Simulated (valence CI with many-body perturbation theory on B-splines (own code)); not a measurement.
**Bi76+: electric-dipole lines**

Method: relativistic CI+MBPT: five valence electrons over a frozen Dirac-Fock core [He], radial functions for each j: 9 s, 9 p, 8 d, 6 f, 3 g, 1 h, with the one-electron correlation potential Σ1, the two-electron term Σ2, the three-electron term Σ3, Breit, model QED; selected CI, second order for the rest (own B-spline code, finite nucleus).

The last digits are not significant, and no measured levels were compared; by estimate large intervals hold to a few tenths of a per cent, small ones and those within an open d or f shell to about a per cent. Among the levels kept, up to 1200 cm⁻¹ of a level comes from second order outside the variational space, and about a tenth of that is noise between levels of different J, which matters for small intervals.

Lines 51 to 100 of 268 in falling wavelength, among levels below 15022 eV, chosen from the strongest by gf and those to the six lowest levels. Wavelengths and rates use the calculated energies. Electric multipoles are in the length gauge, E1 and E2 with the static RPA response of the core. Weak lines are less certain than strong ones. Lines between different terms over intervals too small for the method are left out, as are lines whose strength nearly cancels. The highest levels of a list are the least certain.

Levels are named by their leading jj configuration (3d3/2^4 stands for four electrons in 3d with j = 3/2), which in mixed levels can hold well under half, so a name can repeat and another be missing. Letters in brackets count levels of one name in rising energy.

| λ vac (Å) | Upper | Lower | A (s⁻¹) | S (a.u.) |
| --- | --- | --- | --- | --- |
| 15.05 | (2s^2 2p1/2 2p3/2 3d3/2) J=3/2 [a] | (2s^2 2p1/2 2p3/2 3p1/2) J=3/2 [a] | 1.20e+12 | 8.04e-03 |
| 15.05 | (2s^2 2p1/2^2 3d3/2) J=3/2 | (2s^2 2p1/2^2 3p1/2) J=1/2 | 3.05e+12 | 2.06e-02 |
| 15.04 | (2s^2 2p1/2 2p3/2 3d3/2) J=5/2 [a] | (2s^2 2p1/2 2p3/2 3p1/2) J=3/2 [a] | 2.43e+12 | 2.44e-02 |
| 15.01 | (2s 2p1/2^2 2p3/2 3p3/2) J=5/2 [b] | (2s 2p1/2^2 2p3/2 3s) J=3/2 [b] | 4.07e+12 | 4.08e-02 |
| 15.01 | (2s^2 2p1/2 2p3/2 3p3/2) J=3/2 [a] | (2s^2 2p1/2 2p3/2 3s) J=5/2 | 4.60e+11 | 3.07e-03 |
| 15.01 | (2s 2p1/2^2 2p3/2 3d3/2) J=7/2 | (2s 2p1/2^2 2p3/2 3p1/2) J=5/2 | 3.02e+12 | 4.03e-02 |
| 14.97 | (2s^2 2p1/2 2p3/2 3p3/2) J=1/2 [a] | (2s^2 2p1/2 2p3/2 3s) J=1/2 | 2.98e+12 | 9.87e-03 |
| 14.96 | (2s^2 2p1/2 2p3/2 3d3/2) J=7/2 | (2s^2 2p1/2 2p3/2 3p1/2) J=5/2 | 3.08e+12 | 4.07e-02 |
| 14.94 | (2s 2p1/2^2 2p3/2 3d3/2) J=1/2 [a] | (2s 2p1/2^2 2p3/2 3p1/2) J=3/2 [a] | 3.22e+12 | 1.06e-02 |
| 14.94 | (2s^2 2p1/2 2p3/2 3d3/2) J=3/2 [a] | (2s^2 2p1/2 2p3/2 3p1/2) J=1/2 | 1.72e+12 | 1.13e-02 |
| 14.91 | (2s^2 2p1/2 2p3/2 3p3/2) J=7/2 | (2s^2 2p1/2 2p3/2 3s) J=5/2 | 4.58e+12 | 5.99e-02 |
| 14.88 | (2s^2 2p1/2 2p3/2 3p3/2) J=3/2 [a] | (2s^2 2p1/2 2p3/2 3s) J=1/2 | 1.32e+12 | 8.56e-03 |
| 14.85 | (2s 2p1/2^2 2p3/2 3d3/2) J=1/2 [b] | (2s 2p1/2^2 2p3/2 3p1/2) J=1/2 | 2.77e+12 | 8.94e-03 |
| 14.84 | (2s^2 2p1/2 2p3/2 3p3/2) J=5/2 [a] | (2s^2 2p1/2 2p3/2 3s) J=3/2 [a] | 4.62e+12 | 4.47e-02 |
| 14.81 | (2s 2p1/2^2 2p3/2 3p3/2) J=5/2 [a] | (2s 2p1/2^2 2p3/2 3s) J=3/2 [a] | 1.89e+12 | 1.82e-02 |
| 14.79 | (2s^2 2p1/2 2p3/2 3d3/2) J=1/2 [a] | (2s^2 2p1/2 2p3/2 3p1/2) J=1/2 | 2.81e+12 | 8.98e-03 |
| 14.77 | (2s 2p1/2^2 2p3/2 3p3/2) J=7/2 | (2s 2p1/2^2 2p3/2 3s) J=5/2 | 4.40e+12 | 5.60e-02 |
| 14.72 | (2s 2p1/2^2 2p3/2 3p3/2) J=1/2 [a] | (2s 2p1/2^2 2p3/2 3s) J=3/2 [a] | 4.00e+12 | 1.26e-02 |
| 14.67 | (2s^2 2p1/2 2p3/2 3p3/2) J=3/2 [a] | (2s^2 2p1/2 2p3/2 3s) J=3/2 [a] | 6.79e+11 | 4.23e-03 |
| 14.66 | (2s^2 2p1/2 2p3/2 3d3/2) J=5/2 [b] | (2s^2 2p1/2 2p3/2 3p1/2) J=5/2 | 1.13e+12 | 1.06e-02 |
| 14.64 | (2s 2p1/2^2 2p3/2 3p3/2) J=3/2 [b] | (2s 2p1/2^2 2p3/2 3s) J=3/2 [b] | 2.14e+12 | 1.32e-02 |
| 14.62 | (2s^2 2p1/2^2 3p3/2) J=3/2 | (2s^2 2p1/2^2 3s) J=1/2 | 4.90e+12 | 3.03e-02 |
| 14.61 | (2s^2 2p1/2 2p3/2 3p3/2) J=3/2 [b] | (2s^2 2p1/2 2p3/2 3s) J=3/2 [b] | 1.62e+12 | 9.98e-03 |
| 14.57 | (2s 2p1/2^2 2p3/2 3p3/2) J=3/2 [a] | (2s 2p1/2^2 2p3/2 3s) J=5/2 | 9.81e+11 | 6.00e-03 |
| 14.56 | (2s^2 2p1/2 2p3/2 3d3/2) J=3/2 [b] | (2s^2 2p1/2 2p3/2 3p1/2) J=5/2 | 7.31e+11 | 4.45e-03 |
| 14.46 | (2s^2 2p1/2 2p3/2 3p3/2) J=3/2 [b] | (2s^2 2p1/2 2p3/2 3s) J=5/2 | 5.63e+11 | 3.36e-03 |
| 14.46 | (2s^2 2p1/2 2p3/2 3p3/2) J=5/2 [b] | (2s^2 2p1/2 2p3/2 3s) J=3/2 [b] | 2.51e+12 | 2.24e-02 |
| 14.44 | (2s 2p1/2^2 2p3/2 3p3/2) J=3/2 [b] | (2s 2p1/2^2 2p3/2 3s) J=1/2 | 2.79e+12 | 1.66e-02 |
| 14.44 | (2s^2 2p1/2 2p3/2 3d3/2) J=5/2 [b] | (2s^2 2p1/2 2p3/2 3p1/2) J=3/2 [a] | 2.60e+11 | 2.32e-03 |
| 14.35 | (2s 2p1/2^2 2p3/2 3p3/2) J=1/2 [b] | (2s 2p1/2^2 2p3/2 3s) J=1/2 | 4.01e+12 | 1.17e-02 |
| 14.35 | (2s^2 2p1/2 2p3/2 3d3/2) J=3/2 [b] | (2s^2 2p1/2 2p3/2 3p1/2) J=3/2 [a] | 4.91e+11 | 2.86e-03 |
| 14.34 | (2s^2 2p1/2 2p3/2 3p3/2) J=3/2 [b] | (2s^2 2p1/2 2p3/2 3s) J=1/2 | 1.50e+12 | 8.74e-03 |
| 14.32 | (2s^2 2p1/2 2p3/2 3p3/2) J=5/2 [b] | (2s^2 2p1/2 2p3/2 3s) J=5/2 | 2.63e+12 | 2.28e-02 |
| 14.22 | (2s 2p1/2^2 2p3/2 3p3/2) J=5/2 [a] | (2s 2p1/2^2 2p3/2 3s) J=5/2 | 2.74e+12 | 2.34e-02 |
| 14.15 | (2s^2 2p1/2 2p3/2 3d3/2) J=1/2 [b] | (2s^2 2p1/2 2p3/2 3p1/2) J=3/2 [a] | 9.11e+11 | 2.55e-03 |
| 14.14 | (2s^2 2p1/2 2p3/2 3p3/2) J=3/2 [b] | (2s^2 2p1/2 2p3/2 3s) J=3/2 [a] | 1.67e+12 | 9.33e-03 |
| 14.00 | (2s^2 2p1/2 2p3/2 3p3/2) J=1/2 [b] | (2s^2 2p1/2 2p3/2 3s) J=3/2 [b] | 4.52e+12 | 1.22e-02 |
| 13.75 | (2s^2 2p1/2 2p3/2 3p3/2) J=1/2 [b] | (2s^2 2p1/2 2p3/2 3s) J=1/2 | 1.36e+12 | 3.50e-03 |
| 13.54 | (2s 2p1/2^2 2p3/2 3p3/2) J=5/2 [b] | (2s 2p1/2^2 2p3/2 3s) J=3/2 [a] | 5.13e+11 | 3.77e-03 |
| 13.15 | (2s 2p1/2^2 2p3/2 3p3/2) J=1/2 [b] | (2s 2p1/2^2 2p3/2 3s) J=3/2 [a] | 9.95e+11 | 2.23e-03 |
| 6.396 | (2s^2 2p3/2^3) J=3/2 | (2s 2p1/2^2 2p3/2^2) J=1/2 | 3.15e+10 | 1.63e-05 |
| 6.008 | (2s^2 2p3/2^3) J=3/2 | (2s 2p1/2^2 2p3/2^2) J=5/2 | 3.93e+10 | 1.68e-05 |
| 4.504 | (2s 2p1/2 2p3/2^3) J=3/2 [a] | (2s^2 2p1/2 2p3/2^2) J=1/2 | 2.43e+11 | 4.38e-05 |
| 4.418 | (2s 2p1/2^2 2p3/2^2) J=5/2 | (2s^2 2p1/2^2 2p3/2) J=3/2 | 9.31e+12 | 2.38e-03 |
| 4.401 | (2s 2p1/2 2p3/2^3) J=3/2 [a] | (2s^2 2p1/2 2p3/2^2) J=5/2 | 9.64e+11 | 1.62e-04 |
| 4.365 | (2s 2p1/2 2p3/2^3) J=3/2 [a] | (2s^2 2p1/2 2p3/2^2) J=3/2 | 2.91e+13 | 4.78e-03 |
| 4.334 | (2s 2p1/2 2p3/2^3) J=5/2 | (2s^2 2p1/2 2p3/2^2) J=5/2 | 2.84e+13 | 6.84e-03 |
| 4.309 | (2s 2p1/2 2p3/2^3) J=1/2 | (2s^2 2p1/2 2p3/2^2) J=1/2 | 2.03e+13 | 1.60e-03 |
| 4.300 | (2s 2p1/2 2p3/2^3) J=5/2 | (2s^2 2p1/2 2p3/2^2) J=3/2 | 1.88e+12 | 4.42e-04 |
| 4.300 | (2s 2p1/2^2 2p3/2 3p3/2) J=5/2 [b] | (2s^2 2p1/2^2 3p3/2) J=3/2 | 3.83e+13 | 9.02e-03 |
